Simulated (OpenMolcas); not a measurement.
Computed transition rates of neutral phosphorus

| Item | Value |
| --- | --- |
| Program | OpenMolcas 26.06 |
| Method | SS-RASPT2, IPEA 0.25 Eh, imaginary shift 0.1 Eh (closed shells correlated: 2s 2p) |
| Basis | ANO-RCC-VQZP [6s5p3d2f1g] |
| Scalar Hamiltonian | DKH2, point nucleus |
| Active space | 5 electrons in 9 orbitals (RAS2 3s 3p; RAS3 3d, at most 2 electrons) |
| State averaging | 2S+1 = 4 odd, 1 root; 2S+1 = 2 odd, 8 roots; 2S+1 = 2 even, 8 roots |
| Spin-orbit coupling | state interaction with AMFI integrals over the reference wave functions, term energies averaged over their components |

Rates come from the transition moments of the reference wave functions (E1 and E2 in the length form). At fixed line strength A goes as λ^-3 for E1 and M1 and as λ^-5 for E2, so a rate at the computed wavelength can be rescaled to the measured one. Measured vacuum wavelengths follow from level energies in NIST Handbook of Basic Atomic Spectroscopic Data. Branching counts decays inside the model space alone, at computed energies, and the table is only a selection of the E2 and M1 lines, drawn from those between levels with measured partners whose computed energy lies within a factor of 1.5 of the measured one.

```csv
Upper,Lower,Type,λ computed (nm),λ measured (nm),A computed (s-1),A rescaled (s-1),Branching %
3s² 3p³ ²P°_3/2,3s² 3p³ ²D°_5/2,E2,1297,1357,9.08e-02,7.24e-02,47.0
3s² 3p³ ²P°_1/2,3s² 3p³ ²D°_3/2,E2,1297,1358,7.82e-02,6.21e-02,50.3
3s² 3p³ ²P°_1/2,3s² 3p³ ²D°_5/2,E2,1298,1361,5.18e-02,4.09e-02,33.3
3s² 3p³ ²P°_3/2,3s² 3p³ ⁴S°_3/2,M1,522,533.4,4.23e-02,,21.9
3s² 3p³ ²P°_3/2,3s² 3p³ ²D°_3/2,E2,1296,1354,3.89e-02,3.13e-02,20.1
3s² 3p³ ²P°_1/2,3s² 3p³ ⁴S°_3/2,M1,522.1,534.1,1.70e-02,,10.9
3s² 3p³ ²P°_3/2,3s² 3p³ ²D°_3/2,M1,1296,1354,1.36e-02,,7.0
3s² 3p³ ²P°_1/2,3s² 3p³ ²D°_3/2,M1,1297,1358,8.48e-03,,5.5
3s² 3p³ ²P°_3/2,3s² 3p³ ²D°_5/2,M1,1297,1357,7.63e-03,,3.9
3s² 3p³ ²D°_5/2,3s² 3p³ ⁴S°_3/2,E2,873.4,879,5.86e-05,,98.3
3s² 3p³ ²D°_3/2,3s² 3p³ ⁴S°_3/2,M1,874,880.2,4.53e-05,,54.7
3s² 3p³ ²D°_3/2,3s² 3p³ ⁴S°_3/2,E2,874,880.2,3.75e-05,,45.3
```

Spin-changing lines and M1 lines between different terms are not rescaled, since their strength hangs on the term gaps too.

The largest correction is for 3s² 3p³ ²P°_1/2 → 3s² 3p³ ²D°_5/2 (E2): 5.18e-02 × (1298 / 1361)^5 = 4.09e-02 s-1, a factor of 0.79.

No measured rate stands beside these. Rescaling mends the energy factor alone: line strengths can still be far off where a level mixes with configurations outside the active space, and weak or spin-changing lines hang on small mixing coefficients that depend on the term gaps too, so rescaling need not improve them.

The run also gave levels led by 3s² 3p² 3d, which use shells meant for correlation; these and all levels above them are left out. Computed and measured levels are paired by configuration, term and J; levels that our copy of the source lacks, or whose pairing is in doubt (as where it misses far off the trend of its configuration), stay unpaired. Only configurations of the active space appear.

° marks odd parity.
